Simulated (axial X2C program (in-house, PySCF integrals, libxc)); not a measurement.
# SeI⁻: from the spin-free to the two-component result

Calculated with an in-house all-electron X2C program for linear molecules (integrals from PySCF). Spin-free means the one-electron spin-free X2C Hamiltonian; two-component (2c) means X2C with spin–orbit coupling and atomic mean-field two-electron Coulomb and Gaunt terms, so the difference of the two also holds small scalar two-electron terms. Basis: I dyall-acv3z [12s13p9d5f1g], Se dyall-acv3z [9s10p7d5f1g] (cores contracted in-house); Gaussian nuclei, density fitting, unrestricted open shells. Masses: I 126.904 u, Se 79.917 u.

Spin-free state: M_S = 0, Λ = 0 (closed shell); fragments I- + Se.

```csv
level,Re (Å),ωe (cm⁻¹),De (eV),μ (D)
PBE0,2.547,233.4,1.614,-3.00
r2SCAN,2.558,228.4,1.615,-3.12
```

Dipoles are positive if Se is the positive end and refer to the centre of mass.

Two-component determinant lowest at the distance of the search:

Ω = 0 (closed shell); fragments I- + Se.

| level | Re (Å) | ωe (cm⁻¹) | De (eV) | μ (D) |
| --- | --- | --- | --- | --- |
| PBE0 | 2.552 | 230.0 | 1.571 | -3.03 |
| r2SCAN | 2.563 | 225.1 | n/a | -3.15 |

Question: From the two tables, how do the constants change at the PBE0 level (2c against spin-free)?

Answer: At the PBE0 level Re increases by 0.005 Å and ωe falls by 3.4 cm⁻¹; De changes by -0.043 eV.

Occupations by symmetry block were frozen at the best pattern of an incomplete PBE0 search. The closed shell is kept restricted, so the energy runs too high when the bond is stretched far. Dissociation energies refer to the lowest single-determinant-based atoms at the same level and basis. De is not given where an atomic determinant may have missed its ground term or J level, or where the truncated virtual space spoils (T). Without a current term, density functionals place determinants with orbital angular momentum somewhat too high. The highest occupied level of some functionals is positive through self-interaction error; at Hartree–Fock it is bound.
